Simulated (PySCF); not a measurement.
# Pd²⁺ (palladium, charge +2) across methods

[Kr] 4d7 5p1, one real determinant (an excited configuration). All numbers are calculated (PySCF 2.14, scalar relativity by spin-free X2C-1e, in x2c-TZVPPall (8s6p6d2f1g, 79 functions)).

| method | E (hartree) | mean ε 4d α (eV) | mean ε 4d β (eV) | mean ε 5p α (eV) | Σ⟨r²⟩ (bohr²) | ⟨S²⟩ |
| --- | --- | --- | --- | --- | --- | --- |
| wB97X-V | -5043.47 | -37.999 | -35.997 | -19.155 | 36.67 | 6.001 |
| PBE | -5043.35 | -33.405 | -31.285 | -16.779 | 36.60 | 6.001 |
| r2SCAN0 | -5043.75 | -36.048 | -33.620 | -17.500 | 36.52 | 6.002 |
| UHF | -5041.41432 | -41.360 | -38.511 | -18.841 | 37.12 | 6.004 |
| r2SCAN | -5043.77 | -33.960 | -31.624 | -16.869 | 36.48 | 6.002 |
| B97-3 | -5043.44 | -35.610 | -33.566 | -17.255 | 36.56 | 6.001 |
| wB97M-V | -5043.40 | -38.042 | -35.983 | -19.216 | 36.77 | 6.001 |
| PBE0 | -5043.43 | -35.644 | -33.364 | -17.425 | 36.60 | 6.001 |
| LDA | -5038.37 | -33.527 | -31.347 | -16.923 | 36.48 | 6.000 |

⟨L²⟩ = 13.73 against 20 for a pure G term, so this real determinant mixes terms.
